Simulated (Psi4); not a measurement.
tellurium hexafluoride (F$_{6}$Te), singlet, at a GFN2-xTB geometry (core potentials on Te).

Here is a job for Psi4.
```
memory 2 GB

molecule {
0 1
F    -0.45314588   -1.29290688   -1.28881114
Te   -0.00000000    0.00000000   -0.00000000
F     1.81854678   -0.20347278   -0.43528149
F     0.15978096   -1.35091604    1.29903018
F    -0.15978096    1.35091604   -1.29903018
F     0.45314588    1.29290688    1.28881114
F    -1.81854678    0.20347278    0.43528149
}

set {
  basis def2-sv(p)
}

energy('pbe')
print_variables()
```

### Question
What does this run give for the total energy, dipole moment, number of basis functions?

### Answer

| Item | Result |
|---|---|
| total energy | -866.0070 Eh |
| dipole moment | 0.00 D |
| number of basis functions | 110 |
